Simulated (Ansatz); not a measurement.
The same molecule with X = F, Cl, I. Ansatz, PBE0-D4/def2-TZVP geometries, multiplicity 1.

Elements past krypton have def2 core potentials.

```
 X    molecule  mean X–C bond length / Å  HOMO energy (PBE0/def2-TZVPP) / eV  LUMO energy (PBE0/def2-TZVPP) / eV  LUMO energy (B3LYP/def2-TZVPP) / eV
 F   `FC[TeH]`                     1.369                               -6.56                               -0.87                                -1.13
Cl  `ClC[TeH]`                     1.766                               -6.42                               -1.10                                -1.34
```

Give the row for X = I, `[TeH]CI`. (Estimate.)

The calculation gave: 
```
X   molecule  mean X–C bond length / Å  HOMO energy (PBE0/def2-TZVPP) / eV  LUMO energy (PBE0/def2-TZVPP) / eV  LUMO energy (B3LYP/def2-TZVPP) / eV
I  `[TeH]CI`                     2.137                               -6.41                               -1.62                                -1.84
```

From F to I the mean X–C bond length rises at each step, by 0.768 Å in all; the HOMO energy (PBE0/def2-TZVPP) rises at each step, by 0.15 eV in all; the LUMO energy (PBE0/def2-TZVPP) falls at each step, by 0.75 eV in all; the LUMO energy (B3LYP/def2-TZVPP) falls at each step, by 0.71 eV in all. Bonds lengthen as the atom grows down the group.

B3LYP here is the variant with VWN-RPA as its local correlation; programs differ in this.

Spin–orbit coupling is left out; it splits and shifts lone-pair levels of the heavy atoms by tenths of an eV.
